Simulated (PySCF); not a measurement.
Compound: 2-methyl-[1,2,4]diazaphospholo[1,5-a]pyridine, C7H7N2P.
Atom-mapped SMILES: `[CH3:1][c:2]1[n:3][n:4]2[cH:5][cH:6][cH:7][cH:8][c:9]2[p:10]1` (hydrogens: H11, H12, H13 on C1; H14 on C5; H15 on C6; H16 on C7; H17 on C8)

Geometry (PBE0-D3(BJ)/def2-SVP, Å), atoms numbered from 1 in this order:
```
atom  x, y, z in Å
C1     3.215   -0.174   -0.789
C2     1.728   -0.166   -0.642
N3     1.214    0.375    0.448
N4    -0.117    0.295    0.408
C5    -0.871    0.792    1.433
C6    -2.231    0.706    1.383
C7    -2.855    0.097    0.262
C8    -2.086   -0.398   -0.761
C9    -0.674   -0.308   -0.709
P10    0.577   -0.828   -1.822
H11    3.677    0.301    0.087
H12    3.528    0.372   -1.692
H13    3.600   -1.201   -0.879
H14   -0.295    1.238    2.244
H15   -2.820    1.107    2.208
H16   -3.944    0.026    0.218
H17   -2.542   -0.870   -1.633
```

Computed with PySCF at PBE0/def2-SVPD, non-relativistic, on one gas-phase PBE0-D3(BJ)/def2-SVP geometry that isn't relaxed in the solvent. The solvent is an IEF-PCM continuum (Bondi radii, 1.10 Å for H, scaled by 1.2). Only the electrostatic response of the medium enters.

Gas phase at PBE0/def2-SVPD: HOMO -5.97 eV, LUMO -1.40 eV, dipole 2.34 D.

Task: What does the continuum do to the energy, the frontier levels and the dipole at PBE0/def2-SVPD in chloroform and water?

Result: 
```json
{"solvent": "chloroform", "ε": "4.711", "E(solvent) − E(gas) (kcal/mol)": "-3.89", "polarisation term (kcal/mol)": "-4.47", "distortion of the solute (kcal/mol)": "0.58", "HOMO (eV)": "-6.03", "LUMO (eV)": "-1.36", "dipole (D)": "3.23"}
{"solvent": "water", "ε": "78.36", "E(solvent) − E(gas) (kcal/mol)": "-5.59", "polarisation term (kcal/mol)": "-6.83", "distortion of the solute (kcal/mol)": "1.24", "HOMO (eV)": "-6.08", "LUMO (eV)": "-1.37", "dipole (D)": "3.64"}
```

Polarisation term: ½ Σ q·V over the induced surface charges. Distortion: the rise of the solute's own energy as its density leaves the gas-phase optimum. From chloroform to water the lowering changes by a factor 1.44, Onsager's factor (ε − 1)/(2ε + 1) by 1.38 and ε itself by 16.6.

Task: Which radius a makes the point-dipole formula ΔE = −[(ε − 1)/(2ε + 1)]·μ²/a³ give the value in water, with the gas-phase dipole?

Result: μ = 0.922 au and |ΔE| = 0.00892 Eh give a = 1.91 Å; the farthest nucleus lies 3.97 Å from the centroid of the nuclei, so such a sphere wouldn't even hold the nuclei. The formula assumes a rigid point dipole at the centre of a sphere.

Task: Give the dipole vector in the frame of the coordinates (D, pointing from negative to positive charge), gas and water.

Result: Gas (-1.83, 0.61, 1.33), solvent (-2.91, 0.90, 1.98). Its length changes by +55 % and its direction by 2°.

Task: How does the static polarisability (PBE0/def2-SVPD, frozen core, with the continuum's full static response) change?

Result: 
```json
{"medium": "gas", "isotropic (au)": "124.7", "principal values (au)": "70.5, 122.7, 180.8", "⟨r²⟩ of the electrons (bohr²)": "1577.3"}
{"medium": "chloroform", "isotropic (au)": "165.1", "principal values (au)": "90.4, 165.4, 239.6", "⟨r²⟩ of the electrons (bohr²)": "1575.4"}
{"medium": "water", "isotropic (au)": "187.5", "principal values (au)": "105.5, 189.4, 267.6", "⟨r²⟩ of the electrons (bohr²)": "1574.5"}
```

The isotropic value in water is 1.50 times the gas-phase one; no cavity-field correction is applied. ⟨r²⟩ is taken about the centre of nuclear charge.

Hardware: an Intel Xeon Platinum 8259CL at 2.50 GHz with one thread, no GPU, on a shared host. Cost: 65 s wall, 1.2 GiB resident at most. This is the whole response run at PBE0/def2-SVPD in water, SCF included.
